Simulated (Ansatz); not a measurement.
Geometry optimisation, Ansatz, RKS BLYP-D4/6-31G.

input.yaml

```yaml
crystal:
  periodic: [false, false, false]
  atoms:
    - { symbol: Si, position_ang: [0.0, 0.0, 0.0] }
    - { symbol: O, position_ang: [0.0, 0.0, 1.68] }
    - { symbol: H, position_ang: [-0.9095, -0.2814, 2.0171] }
    - { symbol: O, position_ang: [1.5842, 0.0, -0.5594] }
    - { symbol: H, position_ang: [1.9006, -0.9521, -0.6761] }
    - { symbol: O, position_ang: [-0.7913, 1.3709, -0.5594] }
    - { symbol: H, position_ang: [-1.7491, 1.1401, -0.7818] }
    - { symbol: O, position_ang: [-0.7913, -1.3709, -0.5594] }
    - { symbol: H, position_ang: [-1.2459, -1.8365, 0.2129] }
basis:
  gaussian: { orbitals: "6-31G" }
hamiltonian:
  xc: blyp
  dispersion: d4
relax:
  f_tol: 0.02
  max_steps: 40
```

Command:

```bash
$ ansatz run input.yaml --threads 1 --pin off --max-ram 2048MiB --backend cpu --events-out ev --progress --plain --runs-dir out
```

Q: Where does it end, and by what steps?

A: The forces met the threshold. Limits of this set-up: no polarisation functions. After 8 steps the energy has fallen by 0.871 eV; H7 moved furthest, 0.95 Å.

```tsv
step	energy less start (eV)	largest force component (eV/Å)	accepted
0	0.0000	1.896	yes
1	-0.3863	1.077	yes
2	-0.5683	0.623	yes
3	-0.6666	0.362	yes
4	-0.7383	0.353	yes
5	-0.8117	0.356	yes
6	-0.8638	0.117	yes
7	-0.8675	0.058	yes
8	-0.8708	0.008	yes
```

```xyz
9
Properties=species:S:1:pos:R:3
Si -0.222 -0.214 0.086
O -0.319 -0.370 1.792
H -0.440 0.434 2.345
O 1.309 0.107 -0.620
H 1.907 -0.642 -0.839
O -1.188 1.152 -0.297
H -1.023 1.642 -1.133
O -0.691 -1.746 -0.531
H -1.335 -2.292 -0.029
```

Time of the run: 12 s on 1 thread of Intel(R) Xeon(R) 6975P-C (Granite Rapids), with other jobs on the host, peak memory 0.13 GiB.
